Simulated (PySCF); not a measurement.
Compound: C₅H₈F₃OP.
Numbering: `[CH3:1]/[CH:2]=[CH:3]/[P@@:4]([CH3:5])(=[O:6])[C:7]([F:8])([F:9])[F:10]` (hydrogens: H11, H12, H13 on C1; H14 on C2; H15 on C3; H16, H17, H18 on C5)

The calculation used PBE0-D3(BJ)/def2-SVP geometry optimisation, gas phase (PySCF).

**Question.** Give the optimised bond lengths and angles.

**Answer.** 
```tsv
bond	length (bohr)	order
C1–C2	2.809	single
C2=C3	2.532	double
C3–P4	3.386	single
P4–C5	3.416	single
P4=O6	2.821	double
P4–C7	3.566	single
C7–F8, C7–F10	2.515	single
C7–F9	2.539	single
C1–H11, C1–H12, C1–H13	2.081	single
C2–H14	2.077	single
C3–H15	2.071	single
C5–H16, C5–H17, C5–H18	2.077	single
```

Bonds in one row agree within 0.02 bohr and their mean is given. Orders are formal, as drawn. A selection of angles:
```tsv
angle	degrees
C1–C2–C3	125.8
C2–C3–P4	117.8
C3–P4–C5	107.8
C3–P4–O6	114.8
C3–P4–C7	102.4
C5–P4–O6	116.3
C5–P4–C7	100.5
O6–P4–C7	113.2
P4–C7–F8	110.9
P4–C7–F9	110.5
F8–C7–F9	107.5
```

Torsions: C1–C2–C3–P4 180° (antiperiplanar); C2–C3–P4–C5 -130° (anticlinal); C3–P4–C7–F8 170° (antiperiplanar).

Of the pairs four or more bonds apart, O6···H14 is among the closest relative to their van der Waals radii: 2.52 Å, 93 % of the sum of Bondi's values. The 3 C–P bonds span 1.792 Å (C3–P4, drawn single) to 1.887 Å (P4–C7, drawn single), a spread of 0.095 Å. The C–C distances run from 1.340 Å (C2=C3, drawn double) to 1.487 Å (C1–C2, drawn single), a spread of 0.147 Å. P4 (phosphoryl phosphorus) is distorted tetrahedral (angles from 100.5° to 116.3°).

Point group: C1 (no symmetry element, even within 0.4 Å). Whether it is a minimum is left open (no frequencies). One conformer, not necessarily the lowest.

The run took 2.2 min of wall time on an Arm Neoverse V2 with one thread (shared host), and the process peaked at 0.79 GiB of memory. That covers the optimisation of the geometry.
